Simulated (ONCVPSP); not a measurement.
# What one change does to a pseudopotential (Hf, ONCV)

hafnium, optimised norm-conserving Vanderbilt (ONCV), made with ONCVPSP 4.0.1 (Wu-Cohen, scalar-relativistic). Core [Kr] 4d10 4f14, reference 5s2 5p6 5d2 6s2. Waves: 5s+6s: rc 1.60 bohr, ncon 4, nbas 7, qcut 8.2 1/bohr, 3 projectors, debl 2.5 Ha; 5p: rc 1.70 bohr, ncon 4, nbas 9, qcut 9.4 1/bohr, 3 projectors, debl 2.2 Ha; 5d: rc 3.25 bohr, ncon 4, nbas 9, qcut 5.6 1/bohr, 2 projectors, debl 3.7 Ha. Local part: polynomial inside 1.40 bohr (lpopt 5, dvloc0 0 Ha). Core correction: none.

Change: all radii scaled by about 1.18 (s 1.88, p 2.00, d 3.84 bohr); local potential polynomial inside 1.66 bohr (lpopt 5, dvloc0 0 Ha).

Cutoffs: the cutoffs (Ha) at which the residual kinetic energy of the hardest occupied pseudo-wave falls to 1 and 0.1 mHa per electron; they do not see the model core or the augmentation charge, which bear on the density cutoff. Errors are all-electron minus pseudo energies relative to the spin-unpolarised reference configuration.

**Question.** Predict the effect on cutoff, ghosts and configuration errors.

**Answer.** The potential gets softer (26 Ha and 31 Ha → 20 Ha and 26 Ha); of the 3 tests that both files solve, the error grows in 2 and shrinks in 1 by more than 15 % and 0.3 meV (median size 0.7 → 2.9 meV); neither file shows a bound ghost. A larger radius leaves more room for a smooth pseudo-wave, so fewer plane waves are needed.

```csv
quantity,base,changed
"cutoff, loose",26 Ha,20 Ha
"cutoff, tight",31 Ha,26 Ha
loose cutoff by channel,"s 23 Ha, p 26 Ha, d 8.9 Ha","s 20 Ha, p 20 Ha, d 7.7 Ha"
bound ghosts,none,none
GHOST(+) flags under 300 eV,none,none
tests with a reliable result,3 of 4,3 of 4
"error for 5s2 5p6 5d2 6s1, meV [ΔE 8.02 eV]",-2.5,-1.9
"error for 5s2 5p6 5d2 6s0, meV [ΔE 22.15 eV]",+0.4,-2.9
"error for 5s2 5p6 5d2 6s0 6p2, meV [ΔE 7.97 eV]",+0.7,-4.1
```
